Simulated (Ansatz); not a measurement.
C$_{2}$H$_{3}$BF$_{2}$O (`FB(F)C1CO1`), relaxed with RKS PBE0-D4/def2-TZVP in Ansatz from a PBE-D4/def2-SVP geometry. The force threshold is 0.005 eV/Å; the program also tests the step.

The species carries charge 0 and has multiplicity 1.

Start:

```xyz
9

F    -0.258    2.114    0.281
B     0.167    1.243   -0.629
F     0.881    1.716   -1.649
C    -0.128   -0.287   -0.486
C    -0.012   -0.914    0.866
O    -1.278   -0.645    0.315
H     0.055   -0.952   -1.353
H     0.286   -0.295    1.735
H     0.288   -1.979    0.919
```

| step | energy (eV) | largest force (eV/Å) | largest move (Å) |
| --- | --- | --- | --- |
| 1 | -10275.6688 | 0.600 | 0.000 |
| 2 | -10275.7049 | 0.228 | 0.018 |
| 3 | -10275.7089 | 0.086 | 0.012 |
| 4 (rejected) | -10275.7082 | 0.145 | 0.016 |
| 5 | -10275.7094 | 0.020 | 0.008 |
| 6 | -10275.7095 | 0.005 | 0.003 |
| 7 | -10275.7095 | 0.008 | 0.004 |
| 8 (rejected) | -10275.7095 | 0.028 | 0.005 |
| 9 | -10275.7095 | 0.004 | 0.002 |

End:

```xyz
9

F    -0.263    2.107    0.267
B     0.165    1.235   -0.622
F     0.885    1.691   -1.629
C    -0.129   -0.284   -0.476
C    -0.002   -0.910    0.857
O    -1.265   -0.649    0.317
H     0.043   -0.935   -1.330
H     0.278   -0.300    1.712
H     0.288   -1.957    0.903
```

It took 31 s on 4 threads of an Arm Neoverse V1 on a shared host, with 0.46 GiB of host memory at the peak.
